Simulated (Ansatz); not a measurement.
Bond stretch in BeH (cation, charge +1), singlet.

Level of theory: full CI/aug-cc-pVQZ, frozen core in Ansatz (a quantum-chemistry and plane-wave program).

Q: Relative to R = 1.31 Å, what are the energies at R = 1.99, 3.27, 3.63, 4.65 Å?

A: 34.0 kcal/mol at 1.99 Å, 69.7 kcal/mol at 3.27 Å, 71.5 kcal/mol at 3.63 Å, 72.7 kcal/mol at 4.65 Å.
